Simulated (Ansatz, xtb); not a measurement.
## Relative energy of two isomers of C4H13NSi

We compare a, `CC[C@H](C)[SiH2]N`, a singlet, with b, `CC[Si@H](C)NC`, a singlet. Both are isolated molecules in the gas phase, relaxed with B3LYP/def2-SVP; each stands in its lowest conformer found.

Quicker runs give these differences E(b) − E(a): GFN2-xTB +6.83 kcal/mol; HF/STO-3G −10.83 kcal/mol (at GFN2-xTB geometries); r2SCAN-D4/def2-SVP −3.48 kcal/mol (at GFN2-xTB geometries).

**Question.** Estimate E(b) − E(a) at the level CCSD(T)/def2-SVP + ΔMP2/def2-TZVPP.

**Answer.** Calculated at CCSD(T)/def2-SVP + ΔMP2/def2-TZVPP: E(b) − E(a) = −1.88 kcal/mol, so structure b lies lower.

The same difference at several levels:

```
                             level        geometry  E(b) − E(a) (kcal/mol)  departure from the last row (kcal/mol)  job, with rough time for the two
                          GFN2-xTB        GFN2-xTB                     +6.83                                   +8.72              optimisation, 0.16 s
                         HF/STO-3G        GFN2-xTB                    −10.83                                   −8.95              single point, 0.22 s
                r2SCAN-D4/def2-SVP        GFN2-xTB                     −3.48                                   −1.59               single point, 1.4 s
                    B3LYP/def2-SVP  B3LYP/def2-SVP                     −4.34                                   −2.46                optimisation, 20 s
                       HF/def2-SVP  B3LYP/def2-SVP                     −4.15                                   −2.27           part of the CCSD(T) run
                      MP2/def2-SVP  B3LYP/def2-SVP                     −0.85                                   +1.03           part of the CCSD(T) run
                  CCSD(T)/def2-SVP  B3LYP/def2-SVP                     −1.04                                   +0.84                      single point
CCSD(T)/def2-SVP + ΔMP2/def2-TZVPP  B3LYP/def2-SVP                     −1.88                                                        single point, 24 s
```

As drawn, b has 1 C–Si, 1 C–N, 2 C–H in place of 2 C–C, 1 Si–H, 1 N–H.

GFN2-xTB puts the two in the other order. The largest departure from CCSD(T)/def2-SVP + ΔMP2/def2-TZVPP is that of HF/STO-3G, 8.95 kcal/mol. The last row adds to CCSD(T) the change of the MP2 difference between the two basis sets, here −0.84 kcal/mol.

With thermal terms from frequencies at re-optimised GFN2-xTB minima (ideal gas, soft modes damped towards free rotors, one conformer each, 298.15 K, 1 atm): the zero-point term adds +0.59 kcal/mol; ΔH is −0.89 and ΔG −2.13 kcal/mol.

The correlated steps freeze 10 core orbitals. Run with Ansatz 0.2.0, xtb 6.7.1; the last row on 4 threads of AMD EPYC 9R45 96-Core Processor (Zen 5) on a shared host.
